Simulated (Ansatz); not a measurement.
Ansatz (an electronic-structure program) job for BiF2, SMILES [F][Bi+][F] (connectivity only; charge and spin as stated), charge +1, multiplicity 1, PBE-D3(BJ)/def2-TZVP. 

Ansatz 0.2 input:
```yaml
crystal:
  periodic: [false, false, false]
  atoms:
    - {symbol: Bi, position_ang: [0.00000000, -0.00000000, 0.23268529]}
    - {symbol: F, position_ang: [0.00000000, -1.42824592, -1.07293771]}
    - {symbol: F, position_ang: [0.00000000, 1.42824593, -1.07293771]}
basis:
  gaussian:
    orbitals: def2-TZVP
hamiltonian:
  xc: pbe
  dispersion: d3bj
total_charge: 1
relax: {f_tol: 0.002, max_steps: 200}
```

Output:

```
WARN ansatz: RAYON_NUM_THREADS=1 ignored (pool sized by the plan → 1); use --threads N
Functional definition: PBE
integrals: 0.03 GiB planned
672 factors; their error is unknown
mean field: 0.25 GiB planned
mean field evaluation 1: about -11240.7254 eV, gradient 1.3e2 eV
mean field evaluation 2: about -10908.4769 eV, gradient 3.8e2 eV
mean field evaluation 4: about -11264.3144 eV, gradient 2.5e1 eV
mean field evaluation 8: about -11265.4987 eV, gradient 9.0e-2 eV
mean field evaluation 16: about -11265.4966 eV, gradient 2.4e-5 eV
mean field -11265.49655995 eV, -413.9993625505 hartree, gradient 2.4e-5 eV, S^2 0.000000; 0 other end points of the search recorded, 0 dependent functions left out
the calculation of the forces begins
reference -11265.49658850 eV, -413.9993635996 hartree; 20, 20 occupied and 92, 92 virtual orbitals, 672 factors
relax step   1: F+E_penalty+E_count = -11265.52982898 eV  Δ(F+E_penalty+E_count) = +0.000e0 eV  max|allowed force component| = 1.102e0 eV/Å  Δτ_max = 0.0000 Å  (30 SCF iters, accepted)
these checks for a lower state are left out or cut short: starts, cluster_reference, orbital_swaps, neighbouring_geometries, increment
integrals: 0.03 GiB planned
672 factors; their error is unknown
mean field: 0.25 GiB planned
mean field -11265.52121017 eV, -414.0002684292 hartree, gradient 1.9e-5 eV, S^2 0.000000; 0 other end points of the search recorded, 0 dependent functions left out
the calculation of the forces begins
reference -11265.52123912 eV, -414.0002694930 hartree; 20, 20 occupied and 92, 92 virtual orbitals, 672 factors
relax step   2: F+E_penalty+E_count = -11265.55433630 eV  Δ(F+E_penalty+E_count) = -2.451e-2 eV  max|allowed force component| = 7.558e-2 eV/Å  Δτ_max = 0.0272 Å  (32 SCF iters, accepted)
these checks for a lower state are left out or cut short: starts, cluster_reference, orbital_swaps, neighbouring_geometries, increment
integrals: 0.03 GiB planned
672 factors; their error is unknown
mean field: 0.25 GiB planned
mean field evaluation 32: about -11265.5214 eV, gradient 1.4e-5 eV
mean field -11265.52144945 eV, -414.0002772225 hartree, gradient 1.9e-5 eV, S^2 0.000000; 0 other end points of the search recorded, 0 dependent functions left out
the calculation of the forces begins
reference -11265.52147840 eV, -414.0002782864 hartree; 20, 20 occupied and 92, 92 virtual orbitals, 672 factors
relax step   3: F+E_penalty+E_count = -11265.55454888 eV  Δ(F+E_penalty+E_count) = -2.126e-4 eV  max|allowed force component| = 3.918e-3 eV/Å  Δτ_max = 0.0070 Å  (32 SCF iters, accepted)
these checks for a lower state are left out or cut short: starts, cluster_reference, orbital_swaps, neighbouring_geometries, increment
integrals: 0.03 GiB planned
672 factors; their error is unknown
mean field: 0.25 GiB planned
mean field -11265.52145001 eV, -414.0002772433 hartree, gradient 2.0e-5 eV, S^2 0.000000; 0 other end points of the search recorded, 0 dependent functions left out
the calculation of the forces begins
reference -11265.52147896 eV, -414.0002783070 hartree; 20, 20 occupied and 92, 92 virtual orbitals, 672 factors
relax step   4: F+E_penalty+E_count = -11265.55455439 eV  Δ(F+E_penalty+E_count) = -5.510e-6 eV  max|allowed force component| = 1.153e-4 eV/Å  Δτ_max = 0.0012 Å  (33 SCF iters, accepted)
integrals: 0.03 GiB planned
672 factors; their error is unknown
mean field: 0.25 GiB planned
mean field evaluation 64: about -11265.5215 eV, gradient 1.2e-4 eV
mean field -11265.52145001 eV, -414.0002772433 hartree, gradient 1.9e-5 eV, S^2 0.000000; 1 other end points of the search recorded, 0 dependent functions left out
the calculation of the forces begins
reference -11265.52147896 eV, -414.0002783070 hartree; 20, 20 occupied and 92, 92 virtual orbitals, 672 factors
Total energy: -11265.55458334 eV, -414.0014948705 hartree
Atom 0 at    -0.000000    -0.000000     0.239313 Å, force    -0.000000     0.000000    -0.000071 eV/Å
Atom 1 at    -0.000000    -1.460043    -1.076251 Å, force    -0.000000     0.000115     0.000036 eV/Å
Atom 2 at     0.000000     1.460043    -1.076251 Å, force     0.000000    -0.000115     0.000036 eV/Å
Dipole moment:     0.000000     0.000000     0.837833 e Å
```

The run converged.
